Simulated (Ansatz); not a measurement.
Reaction (formal exchange of groups at a C–C bond): `CC[SiH2]C` + `O[SiH2][SiH2]Cl` → `C[SiH](Cl)[SiH2]O` + `C[SiH2]C`

Program: Ansatz. Geometries: PBE0-D4/def2-TZVP. ΔE: electronic, gas phase. CCSD(T)/CBS adds triple-zeta CCSD(T) − MP2 to the extrapolated MP2 energy (def2 sets, frozen cores). Each species was taken in one conformer, which may not be the lowest.

| level | ΔE (kcal/mol) |
| --- | --- |
| MP2/def2-TZVPP | -14.9 |
| CCSD/def2-TZVPP | -14.0 |

Problem. What does CCSD(T)/CBS give? (Best estimate.)

Solution. Ansatz gave: -14.5 kcal/mol. The listed levels differ from it by -0.4, 0.5 kcal/mol.

Largest T1 diagnostic among the species: 0.011.

In def2-TZVPP, CCSD(T) changes the Hartree–Fock value by −0.9 kcal/mol (the triples alone add −0.2 kcal/mol) and MP2 by −1.7 kcal/mol.
